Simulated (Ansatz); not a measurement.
Start from `[SiH3][SiH2][GeH2][GeH2][SiH2][GeH3]` and change one atom or group to get `[SiH3][SiH2][GeH2][GeH2][GeH2][SiH3]`.

Ansatz, PBE0-D4/def2-TZVP geometries, multiplicity 1. Each molecule was computed in one conformer, which needn't be the lowest.

Scalar relativity is left out up to krypton.

| property | `[SiH3][SiH2][GeH2][GeH2][SiH2][GeH3]` |
| --- | --- |
| LUMO energy (PBE/def2-TZVPP) / eV | -1.30 |
| HOMO energy (ωB97M-V/def2-TZVPP) / eV | -9.61 |
| LUMO energy (B3LYP/def2-TZVPP) / eV | -0.68 |
| HOMO energy (PBE0/def2-TZVPP) / eV | -7.70 |
| HOMO–LUMO gap (PBE/def2-TZVPP) / eV | 5.41 |
| HOMO–LUMO gap (PBE0/def2-TZVPP) / eV | 7.17 |

(1) What does the change do to each property? (Best estimate.)

## Answers

(1) The calculation gave: 
```tsv
property	`[SiH3][SiH2][GeH2][GeH2][GeH2][SiH3]`	shift
LUMO energy (PBE/def2-TZVPP) / eV	-1.24	0.06
HOMO energy (ωB97M-V/def2-TZVPP) / eV	-9.56	0.05
LUMO energy (B3LYP/def2-TZVPP) / eV	-0.62	0.06
HOMO energy (PBE0/def2-TZVPP) / eV	-7.65	0.05
HOMO–LUMO gap (PBE/def2-TZVPP) / eV	5.43	0.02
HOMO–LUMO gap (PBE0/def2-TZVPP) / eV	7.19	0.02
```

B3LYP here is the variant with VWN-RPA as its local correlation; programs differ in this.
